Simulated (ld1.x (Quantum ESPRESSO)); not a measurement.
# Configuration tests for chromium (TM)

Cr, norm-conserving Troullier–Martins (Kleinman–Bylander form), made with ld1.x (Quantum ESPRESSO) 7.5 (LDA (PZ), scalar-relativistic). Core [Ar], reference 3d5 4s0 4p0 (charge +1). Waves: 4s (bound, empty): rc 2.40 bohr; 4p (bound, empty): rc 3.45 bohr; 3d (bound): rc 1.75 bohr; 4f channel at 0.2 Ry: rc 3.60 bohr. Local part: all-electron potential smoothed inside 2.65 bohr (lloc = -1). Core correction: Bessel-smoothed model core inside 1.60 bohr.

Energies are relative to the spin-unpolarised reference configuration 3d5 4s0 4p0; without spin polarisation the order of configurations can differ from experiment. Spin-polarised rows fill each open shell by Hund’s rule, majority spin first. The frozen-core shift is the all-electron ΔE with the core orbitals held at their reference shape minus the fully relaxed ΔE.

```json
{"valence configuration": "3d5 4s1 4p0", "charge": "0", "ΔE all-electron (eV)": "-7.140", "error AE − PS (meV)": "-14", "frozen-core shift (meV)": "+4.4"}
{"valence configuration": "3d3 4s0 4p0", "charge": "+3", "ΔE all-electron (eV)": "47.369", "error AE − PS (meV)": "-1108", "frozen-core shift (meV)": "+1025"}
{"valence configuration": "3d4 4s1 4p1", "charge": "0", "ΔE all-electron (eV)": "-3.528", "error AE − PS (meV)": "-243", "frozen-core shift (meV)": "+121"}
{"valence configuration": "3d4 4s2 4p0", "charge": "0", "ΔE all-electron (eV)": "-7.198", "error AE − PS (meV)": "-245", "frozen-core shift (meV)": "+120"}
{"valence configuration": "3d5 4s0 4p1", "charge": "0", "ΔE all-electron (eV)": "-3.937", "error AE − PS (meV)": "-5.0", "frozen-core shift (meV)": "+1.3"}
{"valence configuration": "3d5.5 4s0.5 4p0", "charge": "0", "ΔE all-electron (eV)": "-6.423", "error AE − PS (meV)": "-5.7", "frozen-core shift (meV)": "+2.3"}
{"valence configuration": "3d5 4s0 4p0 (spin-polarised)", "charge": "+1", "ΔE all-electron (eV)": "-4.455", "error AE − PS (meV)": "+665", "frozen-core shift (meV)": "+12"}
```

Q: What are ΔE and the potential's error for 3d5 4s1 4p0 (spin-polarised)?

A: ΔE = -12.057 eV all-electron; the error (AE − PS) is +623 meV.

Q: What are ΔE and the potential's error for 3d4 4s0 4p0?

A: ΔE = 16.343 eV all-electron; the error (AE − PS) is -191 meV.

Levels in the configuration 3d5.5 4s0.5 4p0:

```tsv
level	all-electron (eV)	pseudo (eV)
3d	-2.143	-2.129
4s	-3.906	-3.913
```
